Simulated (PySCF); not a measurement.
Geometry (Å), atoms numbered from 1 in this order:
```xyz
18

F     1.815    1.186    0.473
C     1.135    0.657   -0.631
C     1.092   -0.849   -0.490
C     0.216   -1.288    0.676
C    -1.179   -0.686    0.576
C    -1.113    0.833    0.487
C    -0.245    1.278   -0.683
H     1.719    0.945   -1.511
H     2.112   -1.226   -0.380
H     0.697   -1.259   -1.427
H     0.683   -0.970    1.614
H     0.161   -2.380    0.706
H    -1.786   -0.990    1.433
H    -1.680   -1.079   -0.318
H    -2.116    1.257    0.388
H    -0.692    1.233    1.415
H    -0.711    0.980   -1.629
H    -0.144    2.366   -0.706
```

[PySCF 2.14.0 with density-fitted response routines: geometry: PBE0-D3(BJ)/def2-TZVP; shielding tensors at B97-2/pcSseg-2 (GIAO); one averaged value for each set of equivalent atoms; relativity neglected; in vacuum; single conformer]

**Question.** List the cross peaks expected in HSQC, COSY and HMBC spectra.

**Answer.** 

HSQC (one-bond C–H):
```tsv
δH	δC
4.78 (H8)	93.9 (C2)
1.99 (H9/H18)	35.2 (C3/C7)
1.78 (H11/H16)	24.6 (C4/C6)
1.73 (H13)	30.2 (C5)
1.45 (H12/H15)	24.6 (C4/C6)
1.35 (H10/H17)	35.2 (C3/C7)
1.25 (H14)	30.2 (C5)
```

COSY cross peaks (H two or three bonds apart, from the bond graph; peaks can be absent where the dihedral angle is near 90°):
```tsv
δH	δH
4.78 (H8)	1.99 (H9/H18)
4.78 (H8)	1.35 (H10/H17)
1.99 (H9/H18)	1.78 (H11/H16)
1.99 (H9/H18)	1.45 (H12/H15)
1.99 (H9/H18)	1.35 (H10/H17)
1.78 (H11/H16)	1.73 (H13)
1.78 (H11/H16)	1.45 (H12/H15)
1.78 (H11/H16)	1.35 (H10/H17)
1.78 (H11/H16)	1.25 (H14)
1.73 (H13)	1.45 (H12/H15)
1.73 (H13)	1.25 (H14)
1.45 (H12/H15)	1.35 (H10/H17)
1.45 (H12/H15)	1.25 (H14)
```

HMBC (two and three bonds, from the bond graph):
```tsv
δH	δC
4.78 (H8)	35.2 (C3/C7), 24.6 (C4/C6)
1.99 (H9/H18)	93.9 (C2), 35.2 (C3/C7), 30.2 (C5), 24.6 (C4/C6)
1.78 (H11/H16)	93.9 (C2), 35.2 (C3/C7), 30.2 (C5), 24.6 (C4/C6)
1.73 (H13)	35.2 (C3/C7), 24.6 (C4/C6)
1.45 (H12/H15)	93.9 (C2), 35.2 (C3/C7), 30.2 (C5), 24.6 (C4/C6)
1.35 (H10/H17)	93.9 (C2), 35.2 (C3/C7), 30.2 (C5), 24.6 (C4/C6)
1.25 (H14)	35.2 (C3/C7), 24.6 (C4/C6)
```

Referencing at the same level of theory: 1H (σ = 31.64 ppm), 13C (σ = 185.38 ppm) against TMS.

Short H···H contacts in this conformer between protons four or more bonds apart (candidates for NOE cross peaks, intensity ∝ r⁻⁶): H14···H17 2.63 Å, H10···H14 2.63 Å.

Shifts are as computed. Against solution values, carbons near 30 ppm lie about +3 ppm off and those near 130 ppm about +7 ppm. Of 1211 compounds with measured shifts, 218 miss one by over three times the rms of a fit or turn the order of signals round; such compounds aren't used in these exercises.
